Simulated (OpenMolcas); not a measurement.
# Cl⁴⁺: the spin-orbit constant, worked from levels

```json
{
 "Program": "OpenMolcas 26.06",
 "Basis": "ANO-R1 [4s3p1d]",
 "Scalar Hamiltonian": "X2C, finite nucleus",
 "Active space": "3 electrons in 4 orbitals (3s 3p)",
 "State averaging": "2S+1 = 4 odd, 1 root; 2S+1 = 2 odd, 11 roots; 2S+1 = 4 even, 3 roots; 2S+1 = 2 even, 9 roots",
 "Spin-orbit coupling": "RASSI with atomic mean-field integrals over the reference wave functions, term energies averaged over their components"
}
```

Methods: CASSCF; MS-CASPT2, IPEA 0.25 Eh, imaginary shift 0.1 Eh (closed shells correlated: 2s 2p).

**The spin-orbit constant.** For the Hund term ²P° of p1, E(J) = (A/2) J(J+1) + constant and ζ = 2S·A = A. From J = 1/2 to J = 3/2 the energy changes by 1.5 A.

```csv
Source,E(3/2) - E(1/2),A,ζ
CASSCF,1416.1,944.1,944
MS-CASPT2,1420.6,947.1,947
```

All in cm-1. Both methods take the spin-orbit matrix elements from the reference wave functions, so the second can move ζ only through the term energies and any multistate remixing.

Over all roots computed the reference weight is 0.89 to 0.99 in MS-CASPT2; the roots of lowest weight are the least certain, and an intruder state may touch them. The basis is small and was not contracted for so high a charge. Only configurations of the active space appear.

° marks odd parity.
